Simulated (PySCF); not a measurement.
All values below come from PBE-D3(BJ)/def2-TZVP // PBE0-D3(BJ)/def2-SVP in PySCF 2.14.0. Gas-phase values, no solvent. One relaxed conformer stands for a flexible species; it need not be the lowest. Excitations are Tamm–Dancoff values on a coarser integration grid. The basis has no diffuse functions, so Rydberg states are missing or too high.

Reference species (SMILES): `Bc1ccc(O)s1` (neutral, multiplicity 1).

| Property | Result |
|---|---|
| LUMO | -2.58 eV |
| T1 excitation (TDA) | 2.76 eV |

Changed species: `Bc1csc(O)c1`.

Task: Give the shifts of the LUMO and T1 excitation (TDA).

Result: the LUMO decreases by 0.11 eV, to -2.69 eV; the T1 excitation (TDA) falls by 0.31 eV, to 2.45 eV.
